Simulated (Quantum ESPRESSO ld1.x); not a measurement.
Values are calculated unless marked as measured or tabulated.
H-, 2 electrons, occupied as [He].

Level of theory: non-relativistic Kohn-Sham, LDA (Slater exchange, Perdew-Zunger correlation), spin-polarised, spherical densities, point nucleus, Perdew-Zunger self-interaction correction (ld1.x of Quantum ESPRESSO 7.5).

Energy parts (hartree):
part                   energy
total                 -0.5264
kinetic                0.5061
electron-nucleus      -1.4013
Hartree                0.8151
exchange-correlation  -0.4464

Orbitals (lengths in bohr, moments of r in powers of bohr; r(max) is where P^2 peaks):
| orbital | occ. | eigenvalue (hartree) | r(max) |
|---|---|---|---|
| 1s | 2 | -0.06252 | 1.268 |

The highest occupied level is 1s at -1.701 eV. Virial ratio -V/T = 2.04015.
